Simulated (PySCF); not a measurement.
## C2BeN2: core ionisation energies

Species: Be(CN)2, C2BeN2.
Cartesian coordinates in Å at the PBE0-D3(BJ)/def2-SVP level; atoms count from 1:
```
atom  x, y, z in Å
Be1    0.0101    0.0098   -0.0001
C2     0.0100    0.0122    1.6476
N3     0.0021    0.0123    2.8094
C4    -0.0038   -0.0084   -1.6477
N5    -0.0184   -0.0259   -2.8093
```

The calculation used delta-SCF UKS SCAN, pcX-2 on the ionised atom, pcseg-1 elsewhere, spin-free X2C (PySCF). Vertical ΔSCF values, vacuum level as zero.

Task: List the computed XPS lines with their assignment.

Result: 
```csv
atom(s),bonded to,level,binding energy (eV),count
Be1,2 C,Be 1s,123.46,1
C2/C4,N and Be,C 1s,292.50,2
N3/N5,C,N 1s,406.36,2
```

Task: Which effective nuclear charge Zeff reproduces each element's mean 1s value in the hydrogen-like formula E = 13.606 eV × Zeff²?

Result: Be (Z = 4): mean 123.5 eV, Zeff = 3.01, Z − Zeff = 0.99; C (Z = 6): mean 292.5 eV, Zeff = 4.64, Z − Zeff = 1.36; N (Z = 7): mean 406.4 eV, Zeff = 5.47, Z − Zeff = 1.53. Means run over the listed sites, weighted by atom count.

Atoms equivalent by their bonding share one computed value, that of the first of them. Isolated species at its PBE0-D3(BJ)/def2-SVP geometry, gas phase.
